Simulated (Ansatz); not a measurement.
A made-up structure of CH4OSe, singlet:

```xyz
7
angstrom
O -1.2389 0.2485 -0.6517
C -0.1301 0.5101 0.1428
Se 1.5469 -0.3325 -0.4617
H -1.3708 -0.7025 -0.7002
H -0.2653 0.2161 1.1868
H 0.0543 1.5820 0.0957
H -1.7386 0.6932 -1.3541
```

It is relaxed with PBE-D4/def2-SVP and then PBE0-D4/def2-TZVP (Ansatz 0.2.0). Atoms count as bonded within 1.22 times the sum of their covalent radii (H–H: 0.88 Å). The end point is not checked to be a true minimum.

(1) Does its bonding change? (A judgement: the text doesn't fix the answer.)

## Answers

(1) Computed: Yes. Formed: none; broken: O1–C2.

Where it ends: The first stage lowers the energy by 1.99 eV in 19 steps. It ends as a complex of CH₂Se ([CH2][Se]) + H₂O:
O1  (-2.136, 0.119, -0.889)
C2  (0.507, 0.680, 0.460)
Se3  (1.769, -0.114, -0.444)
H4  (-1.853, -0.789, -0.760)
H5  (-0.002, 0.195, 1.288)
H6  (0.187, 1.694, 0.235)
H7  (-1.614, 0.429, -1.633)
(Å)

Labels in which every atom is bracketed show which atoms are joined, not bond orders.

For scale, one of the runs: PBE0-D4/def2-TZVP relaxation, 134 basis functions, launched by `ansatz run in.yaml --threads 2 --pin off --events-out ev --progress --plain --max-ram 4352MiB`. Hardware: 2 CPU threads of an AMD EPYC 9R14, shared host. Wall time about 16 s.
